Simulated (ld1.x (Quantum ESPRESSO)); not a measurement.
## Varying the TM potential for Sn (Z = 50)

Base potential:

* Element: Sn (Z = 50)
* Generator: ld1.x (Quantum ESPRESSO) 7.5
* Type: norm-conserving Troullier–Martins (Kleinman–Bylander form)
* Functional: PW91
* Relativity: scalar-relativistic
* Frozen core: [Ar] 3d10 4s2
* Valence charge: 20
* Reference configuration: 4p6 4d10 5s1.75 5p2.25
* Partial waves: 4p (bound): rc 1.40 bohr; 4d (bound): rc 1.05 bohr; 5s (bound): rc 1.95 bohr
* Local potential: the s channel
* Core correction: none

Occupied shells without a wave of their own: 5p. They enter only through the test configuration that unscreens the potential.

Cutoffs, loose and tight: the cutoffs (Ry, on a coarse ladder) from which the occupation-weighted sum of valence levels, in a spherical-Bessel basis at the reference potential, stays within 10 and 1 mRy of its value at 400 Ry. They do not see the model core or the augmentation charge, which bear on the density cutoff. Test errors are all-electron minus pseudo excitation energies from the reference, over the configurations 4p6 4d10 5s2 5p2; 4p6 4d10 5s2 5p1; 4p6 4d10 5s2 5p0; 4p6 4d9 5s2 5p3; 4p6 4d10 5s1 5p0; 4p5 4d10 5s2 5p2; 4p6 4d10 5s1 5p3. A dash means not determined; rows that change the core or the reference have their own tests. The largest error is taken over the tests solved by every variant that gives reliable tests at all: 4p6 4d10 5s1 5p0; 4p6 4d10 5s1 5p3; 4p6 4d10 5s2 5p0; 4p6 4d10 5s2 5p2; 4p6 4d9 5s2 5p3.

A true bound ghost makes a file unfit for plane-wave use even where its test errors are small: the radial tests pick states by their node count and pass the ghost by.

On the changes marked as counting shells twice: ld1.x takes every shell without a wave as core, so the model core holds the marked electrons as well and exchange and correlation see them twice. This cancels in the reference configuration, but the file is broken for other ones, and its errors say nothing about a proper core correction.

```csv
change,outcome,"cutoff, loose","cutoff, tight",bound ghosts,largest test error (meV)
base,"generated, misses its reference levels by 1.32 eV",100 Ry,140 Ry,none,+7549
core correction a·sin(br)/r model core inside 0.50 bohr (5p counted twice),"generated, misses its reference levels by 1.32 eV",100 Ry,140 Ry,none,+6639
"core [Kr], valence charge 14; reference 4d10 5s1 5p0; waves now 5p (bound): rc 1.65 bohr; 4d (bound): rc 0.90 bohr; 5s (bound): rc 1.65 bohr; core correction a·sin(br)/r model core inside 0.85 bohr",generated,160 Ry,300 Ry,p,-361
wave 4p (bound): rc 1.40 bohr becomes 4p (bound): rc 1.02 bohr,"generated, misses its reference levels by 1.33 eV",180 Ry,230 Ry,none,+7586
wave 5s (bound): rc 1.95 bohr becomes 5s (bound): rc 2.46 bohr,"generated, misses its reference levels by 1.30 eV",100 Ry,140 Ry,none,+7505
wave 4d (bound): rc 1.05 bohr becomes 4d (bound): rc 0.74 bohr,"generated, misses its reference levels by 1.32 eV",over 300 Ry,over 300 Ry,none,+7549
wave 4d (bound): rc 1.05 bohr becomes 4d (bound): rc 1.36 bohr,"generated, misses its reference levels by 1.32 eV",90 Ry,160 Ry,none,+7549
"all radii scaled by about 1.09 (s 2.12, p 1.52, d 1.14 bohr)","generated, misses its reference levels by 1.31 eV",100 Ry,160 Ry,none,+7521
```

Q: What comes out with this change to the base: all radii scaled by about 1.05 (s 2.06, p 1.48, d 1.10 bohr)?

A: outcome: generated, misses its reference levels by 1.32 eV; cutoff, loose: 100 Ry; cutoff, tight: 160 Ry; bound ghosts: none; largest test error (meV): +7543.

Q: What comes out with this change to the base: reference 4p6 4d10 5s1.5 5p2.5?

A: outcome: generated, misses its reference levels by 1.36 eV; cutoff, loose: 100 Ry; cutoff, tight: 140 Ry; bound ghosts: none; largest test error (meV): +10755.
